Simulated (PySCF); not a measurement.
Correlation energy of Lu²⁺ (lutetium, charge +2)

Starting occupation: [Xe] 4f14 5d1, 5d5/2 with m_j = +5/2. All numbers are calculated (PySCF 2.14, X2C-1e with screened-nucleus spin-orbit coupling, Gaussian nucleus, in x2c-SVPall-2c with one added diffuse shell each of s, p, d type (8s11p10d2f1g, 114 functions)). Frozen: [Ar] 3d10; 41 electrons correlated; the 6 highest virtual spinors left out.

MP2 pair energies summed by pair of shells (mhartree):

```json
{"pair": "5p1/2-5p3/2", "energy": "-43.81", "share (%)": "7.5"}
{"pair": "5p3/2-5p3/2", "energy": "-43.11", "share (%)": "7.4"}
{"pair": "4f7/2-5p3/2", "energy": "-38.14", "share (%)": "6.5"}
{"pair": "4f5/2-4f7/2", "energy": "-37.60", "share (%)": "6.4"}
{"pair": "4d3/2-4d5/2", "energy": "-34.96", "share (%)": "6.0"}
{"pair": "4f5/2-5p3/2", "energy": "-31.67", "share (%)": "5.4"}
{"pair": "4f7/2-4f7/2", "energy": "-26.63", "share (%)": "4.5"}
{"pair": "4d5/2-4d5/2", "energy": "-22.89", "share (%)": "3.9"}
{"pair": "4f7/2-5p1/2", "energy": "-22.61", "share (%)": "3.9"}
{"pair": "4d5/2-4p3/2", "energy": "-21.51", "share (%)": "3.7"}
{"pair": "4d5/2-4f7/2", "energy": "-17.43", "share (%)": "3.0"}
{"pair": "4d3/2-4p3/2", "energy": "-15.53", "share (%)": "2.7"}
{"pair": "4f5/2-4f5/2", "energy": "-14.25", "share (%)": "2.4"}
{"pair": "5d5/2-5p3/2", "energy": "-13.94", "share (%)": "2.4"}
{"pair": "4f5/2-5p1/2", "energy": "-12.56", "share (%)": "2.1"}
{"pair": "4d5/2-4p1/2", "energy": "-11.55", "share (%)": "2.0"}
{"pair": "5p1/2-5p1/2", "energy": "-11.22", "share (%)": "1.9"}
{"pair": "4d5/2-4f5/2", "energy": "-10.83", "share (%)": "1.8"}
{"pair": "4d5/2-5p3/2", "energy": "-10.02", "share (%)": "1.7"}
{"pair": "4d3/2-4f7/2", "energy": "-9.90", "share (%)": "1.7"}
{"pair": "4d3/2-4d3/2", "energy": "-9.46", "share (%)": "1.6"}
{"pair": "5p3/2-5s1/2", "energy": "-9.19", "share (%)": "1.6"}
{"pair": "4d3/2-4f5/2", "energy": "-8.45", "share (%)": "1.4"}
{"pair": "4d3/2-4p1/2", "energy": "-6.61", "share (%)": "1.1"}
{"pair": "4p1/2-4p3/2", "energy": "-6.45", "share (%)": "1.1"}
{"pair": "4d3/2-5p3/2", "energy": "-6.24", "share (%)": "1.1"}
{"pair": "4f7/2-4p3/2", "energy": "-6.15", "share (%)": "1.1"}
{"pair": "4f7/2-5d5/2", "energy": "-5.93", "share (%)": "1.0"}
{"pair": "4p3/2-4p3/2", "energy": "-5.81", "share (%)": "1.0"}
{"pair": "5d5/2-5p1/2", "energy": "-5.73", "share (%)": "1.0"}
```

Total MP2 correlation energy: -585.84 mhartree.

This basis was not built for core-valence correlation, so the inner-shell part is incomplete.
